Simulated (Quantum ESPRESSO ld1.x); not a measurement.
Results of a calculation; reference values are marked as such.
Q: The mean radii <r> (bohr) of the occupied orbitals of an atom or ion are listed with their occupations. Level of theory: non-relativistic Kohn-Sham, LDA (Slater exchange, Perdew-Zunger correlation), spin-polarised, spherical densities, point nucleus, Latter tail correction (ld1.x of Quantum ESPRESSO 7.5).

| orbital | occ. | <r> |
|---|---|---|
| 1s up | 1 | 0.02166 |
| 1s down | 1 | 0.02166 |
| 2s up | 1 | 0.09177 |
| 2s down | 1 | 0.09177 |
| 2p up | 3 | 0.07768 |
| 2p down | 3 | 0.07768 |
| 3s up | 1 | 0.2346 |
| 3s down | 1 | 0.2346 |
| 3p up | 3 | 0.2244 |
| 3p down | 3 | 0.2244 |
| 3d up | 5 | 0.1975 |
| 3d down | 5 | 0.1975 |
| 4s up | 1 | 0.5275 |
| 4s down | 1 | 0.5275 |
| 4p up | 3 | 0.5374 |
| 4p down | 3 | 0.5374 |
| 4d up | 5 | 0.5629 |
| 4d down | 5 | 0.5629 |
| 5s up | 1 | 1.321 |
| 5s down | 1 | 1.321 |
| 5p up | 3 | 1.507 |
| 5p down | 3 | 1.506 |
| 4f up | 7 | 0.7458 |
| 4f down | 7 | 0.7453 |
| 6s up | 1 | 3.982 |

Name the element and its charge. Open shells, if any, are filled with parallel spins first.

A: Z = 70, ytterbium, charge +1: Yb+ in [Xe] 4f14 6s1. The 1s radius gives Z: for a bare nucleus <r> = 1.5/Z, 0.02143 bohr for Z = 70, and screening makes it slightly larger (0.02166 here). The occupations add up to 69, and the charge is Z minus that.
